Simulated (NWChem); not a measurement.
# Si2H3Cl2F; SMILES Cl[Si@H]([SiH2]Cl)F

```xyz
8

F      1.8225    -0.8547    -0.4624
Si     0.4517    -0.8046     0.4025
Cl    -0.6205    -2.5227     0.0099
Si    -0.8557     0.9927    -0.3262
Cl     0.1298     2.7556     0.1480
H      0.8243    -0.7894     1.8402
H     -1.0563     0.9178    -1.8005
H     -2.1749     0.9723     0.3676
```
Atoms are numbered in this order, from 1.

Structure relaxed at the PBE0/def2-SVP level.

Question: List the 4 lowest vertical singlet excitations from PBE0/6-31+G* (spherical d), TDA (NWChem).

Answer: 
```
state  energy (eV)  oscillator strength  leading excitation (squared amplitude)
-----  -----------  -------------------  --------------------------------------
S1            6.01                0.030                      HOMO → LUMO (0.97)
S2            6.49                0.015                    HOMO → LUMO+1 (0.96)
S3            6.71                0.004                    HOMO−1 → LUMO (0.97)
S4            7.23                0.002                    HOMO−2 → LUMO (0.88)
```
